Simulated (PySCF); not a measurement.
C2H5I, triplet, at the geometry of the source list (a higher spin typed on purpose: for a closed-shell molecule this is an excited state) (all electrons, no relativity); REVPBE/STO-3G (PySCF).

The PySCF input:
```python
from pyscf import gto, scf, dft

mol = gto.M(
    atom='''
C    -0.77360000    0.27010000    0.08430000
C     0.54870000   -0.42420000   -0.14430000
I     2.22910000    0.84980000    0.34860000
H    -0.88870000    0.55950000    1.12690000
H    -1.58520000   -0.40850000   -0.17680000
H    -0.85900000    1.16230000   -0.53280000
H     0.64940000   -1.30750000    0.48120000
H     0.67930000   -0.70150000   -1.18710000
''',
    basis='sto-3g',
    spin=2,
    verbose=4,
)

mf = dft.UKS(mol)
mf.xc = 'revpbe'
mf.kernel()
```

The log (banner, timings and long lists left out):

```
PySCF version 2.14.0

[INPUT] verbose = 4
[INPUT] num. atoms = 8
[INPUT] num. electrons = 70
[INPUT] charge = 0
[INPUT] spin (= nelec alpha-beta = 2S) = 2
[INPUT] symmetry False subgroup None
[INPUT] Mole.unit = angstrom
[INPUT] Symbol           X                Y                Z      unit          X                Y                Z       unit  Magmom
[INPUT]  1 C     -0.773600000000   0.270100000000   0.084300000000 AA   -1.461892129964   0.510415026245   0.159303912301 Bohr   0.0
[INPUT]  2 C      0.548700000000  -0.424200000000  -0.144300000000 AA    1.036892724549  -0.801621822040  -0.272687479775 Bohr   0.0
[INPUT]  3 I      2.229100000000   0.849800000000   0.348600000000 AA    4.212388504268   1.605889260655   0.658758527023 Bohr   0.0
[INPUT]  4 H     -0.888700000000   0.559500000000   1.126900000000 AA   -1.679399606901   1.057301766694   2.129532369772 Bohr   0.0
[INPUT]  5 H     -1.585200000000  -0.408500000000  -0.176800000000 AA   -2.995593852661  -0.771953121885  -0.334103578823 Bohr   0.0
[INPUT]  6 H     -0.859000000000   1.162300000000  -0.532800000000 AA   -1.623274741001   2.196428674582  -1.006846079168 Bohr   0.0
[INPUT]  7 H      0.649400000000  -1.307500000000   0.481200000000 AA    1.227188145293  -2.470816907869   0.909336211141 Bohr   0.0
[INPUT]  8 H      0.679300000000  -0.701500000000  -1.187100000000 AA    1.283690956417  -1.325642876382  -2.243293882471 Bohr   0.0

nuclear repulsion = 214.748207360577
number of shells = 22
number of NR pGTOs = 126
number of NR cGTOs = 42
basis = sto-3g
ecp = {}

******** <class 'pyscf.dft.uks.UKS'> ********
method = UKS
initial guess = minao
damping factor = 0
level_shift factor = 0
DIIS = <class 'pyscf.scf.diis.CDIIS'>
diis_start_cycle = 1
diis_space = 8
diis_damp = 0
SCF conv_tol = 1e-09
SCF conv_tol_grad = None
SCF max_cycles = 50
direct_scf = True
direct_scf_tol = 1e-13
number electrons alpha = 36  beta = 34
XC library pyscf.dft.libxc version 7.1.2
    S. Lehtola, C. Steigemann, M. J. T. Oliveira, and M. A. L. Marques,  SoftwareX 7, 1–5 (2018)
XC functionals = revpbe
    Y. Zhang and W. Yang,  Phys. Rev. Lett. 80, 890 (1998)
    J. P. Perdew, K. Burke, and M. Ernzerhof,  Phys. Rev. Lett. 77, 3865 (1996)
    J. P. Perdew, K. Burke, and M. Ernzerhof,  Phys. Rev. Lett. 78, 1396 (1997)
radial grids:
    Treutler-Ahlrichs [JCP 102, 346 (1995); DOI:10.1063/1.469408] (M4) radial grids

becke partition: Becke, JCP 88, 2547 (1988); DOI:10.1063/1.454033
pruning grids: <function nwchem_prune>
grids dens level: 3
symmetrized grids: False
atomic radii adjust function: <function treutler_atomic_radii_adjust>
small_rho_cutoff = 0
Set gradient conv threshold to 3.16228e-05
tot grids = 99240
init E= -6909.27040972401

cycle= 1 E= -6930.24408433366  delta_E=  -21  |g|= 0.299  |ddm|= 2.64

cycle= 2 E= -6930.30034855743  delta_E= -0.0563  |g|= 0.434  |ddm|= 2.51

cycle= 3 E= -6930.50076831915  delta_E= -0.2  |g|= 0.0798  |ddm|=  1.7

cycle= 4 E= -6930.51250348858  delta_E= -0.0117  |g|= 0.0481  |ddm|= 0.354

cycle= 5 E= -6930.51285226012  delta_E= -0.000349  |g|= 0.015  |ddm|= 1.75

cycle= 6 E= -6930.51388979521  delta_E= -0.00104  |g|= 0.0151  |ddm|= 1.75

cycle= 7 E= -6930.51400341844  delta_E= -0.000114  |g|= 0.0089  |ddm|= 0.0204

cycle= 8 E= -6930.51307156545  delta_E= 0.000932  |g|= 0.014  |ddm|= 1.74

cycle= 9 E= -6930.51402359513  delta_E= -0.000952  |g|= 0.0084  |ddm|= 1.74

cycle= 10 E= -6930.51310842131  delta_E= 0.000915  |g|= 0.0137  |ddm|= 1.73

cycle= 11 E= -6930.51307148354  delta_E= 3.69e-05  |g|= 0.0143  |ddm|= 0.297

cycle= 12 E= -6930.51309912666  delta_E= -2.76e-05  |g|= 0.0131  |ddm|= 0.0351

cycle= 13 E= -6930.51391744829  delta_E= -0.000818  |g|= 0.0139  |ddm|= 1.75

cycle= 14 E= -6930.51397095184  delta_E= -5.35e-05  |g|= 0.0113  |ddm|= 0.0141

cycle= 15 E= -6930.5130190954  delta_E= 0.000952  |g|= 0.0163  |ddm|= 1.75

cycle= 16 E= -6930.51301637531  delta_E= 2.72e-06  |g|= 0.0164  |ddm|= 0.00595

cycle= 17 E= -6930.51298461732  delta_E= 3.18e-05  |g|= 0.0176  |ddm|= 0.0083

cycle= 18 E= -6930.51361862222  delta_E= -0.000634  |g|= 0.00765  |ddm|= 1.18

cycle= 19 E= -6930.51304025009  delta_E= 0.000578  |g|= 0.0155  |ddm|= 1.23

cycle= 20 E= -6930.51305339121  delta_E= -1.31e-05  |g|= 0.0151  |ddm|= 0.0842

cycle= 21 E= -6930.51303531381  delta_E= 1.81e-05  |g|= 0.0157  |ddm|= 0.0334

cycle= 22 E= -6930.51395396631  delta_E= -0.000919  |g|= 0.0123  |ddm|= 1.74

cycle= 23 E= -6930.51394122522  delta_E= 1.27e-05  |g|= 0.0128  |ddm|= 0.0295

cycle= 24 E= -6930.51394859152  delta_E= -7.37e-06  |g|= 0.00827  |ddm|= 0.573

cycle= 25 E= -6930.51368111745  delta_E= 0.000267  |g|= 0.00828  |ddm|= 0.677

cycle= 26 E= -6930.51393939789  delta_E= -0.000258  |g|= 0.00923  |ddm|=  0.7

cycle= 27 E= -6930.51334512891  delta_E= 0.000594  |g|= 0.0127  |ddm|= 1.69

cycle= 28 E= -6930.51378492272  delta_E= -0.00044  |g|= 0.00776  |ddm|= 0.73

cycle= 29 E= -6930.51301191641  delta_E= 0.000773  |g|= 0.0172  |ddm|= 1.58

cycle= 30 E= -6930.51297536952  delta_E= 3.65e-05  |g|= 0.0184  |ddm|= 0.0109

cycle= 31 E= -6930.51346415919  delta_E= -0.000489  |g|= 0.00933  |ddm|=  0.8

cycle= 32 E= -6930.513925126  delta_E= -0.000461  |g|= 0.0132  |ddm|= 1.51

cycle= 33 E= -6930.51395531064  delta_E= -3.02e-05  |g|= 0.0122  |ddm|= 0.219

cycle= 34 E= -6930.51394997304  delta_E= 5.34e-06  |g|= 0.0119  |ddm|= 0.155

cycle= 35 E= -6930.5139445428  delta_E= 5.43e-06  |g|= 0.0122  |ddm|= 0.00201

cycle= 36 E= -6930.51397725737  delta_E= -3.27e-05  |g|= 0.00965  |ddm|= 0.504

cycle= 37 E= -6930.51304134197  delta_E= 0.000936  |g|= 0.0155  |ddm|= 1.72

cycle= 38 E= -6930.5129547175  delta_E= 8.66e-05  |g|= 0.0186  |ddm|= 0.0588

cycle= 39 E= -6930.51292295937  delta_E= 3.18e-05  |g|= 0.0196  |ddm|= 0.0177

cycle= 40 E= -6930.51303527606  delta_E= -0.000112  |g|= 0.0158  |ddm|= 0.0104

cycle= 41 E= -6930.51394277139  delta_E= -0.000907  |g|= 0.0127  |ddm|= 1.74

cycle= 42 E= -6930.51395820025  delta_E= -1.54e-05  |g|= 0.012  |ddm|= 0.016

cycle= 43 E= -6930.51304834584  delta_E= 0.00091  |g|= 0.0158  |ddm|= 1.74

cycle= 44 E= -6930.51303795341  delta_E= 1.04e-05  |g|= 0.016  |ddm|= 0.0359

cycle= 45 E= -6930.51382760121  delta_E= -0.00079  |g|= 0.0173  |ddm|= 1.74

cycle= 46 E= -6930.51392809839  delta_E= -0.0001  |g|= 0.00624  |ddm|= 0.753

cycle= 47 E= -6930.51322295473  delta_E= 0.000705  |g|= 0.0118  |ddm|= 1.74

cycle= 48 E= -6930.51293283991  delta_E= 0.00029  |g|= 0.0192  |ddm|= 0.547

cycle= 49 E= -6930.51292234591  delta_E= 1.05e-05  |g|= 0.0196  |ddm|= 0.0524

cycle= 50 E= -6930.51303520433  delta_E= -0.000113  |g|= 0.0162  |ddm|= 0.284
SCF not converged.
SCF energy = -6930.51303520433 after 50 cycles  <S^2> = 2.0014396  2S+1 = 3.0009596
```

The run did not converge; its last values are not results.
